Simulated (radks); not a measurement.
The numbers below are computed, except where a source is named.
The mean radii <r> (bohr) of the occupied orbitals of an atom or ion are listed with their occupations. Code: a radial shooting solver on a logarithmic mesh with Libxc functionals. Model: Dirac Kohn-Sham, PBE, spin-unpolarised, spherical densities, point nucleus.

| orbital | occ. | <r> |
|---|---|---|
| 1s1/2 | 2 | 0.01631 |
| 2s1/2 | 2 | 0.06805 |
| 2p1/2 | 2 | 0.05589 |
| 2p3/2 | 4 | 0.06469 |
| 3s1/2 | 2 | 0.1770 |
| 3p1/2 | 2 | 0.1674 |
| 3p3/2 | 4 | 0.1835 |
| 3d3/2 | 4 | 0.1595 |
| 3d5/2 | 6 | 0.1644 |
| 4s1/2 | 2 | 0.3914 |
| 4p1/2 | 2 | 0.3931 |
| 4p3/2 | 4 | 0.4274 |
| 4d3/2 | 4 | 0.4333 |
| 4d5/2 | 6 | 0.4444 |
| 5s1/2 | 2 | 0.8756 |
| 4f5/2 | 6 | 0.4642 |
| 4f7/2 | 8 | 0.4706 |
| 5p1/2 | 2 | 0.9370 |
| 5p3/2 | 4 | 1.027 |
| 5d3/2 | 4 | 1.276 |
| 5d5/2 | 5 | 1.315 |

Name the element and its charge. Open shells, if any, fill j = l - 1/2 first.

Answer. Z = 81, thallium, charge +4: Tl4+ in [Xe] 4f14 5d9. The 1s radius gives Z: for a bare nucleus <r> = (2 gamma + 1)/(2Z) with gamma = sqrt(1 - (Z/c)^2), 0.01613 bohr for Z = 81, and screening makes it slightly larger (0.01631 here). The occupations add up to 77, and the charge is Z minus that.
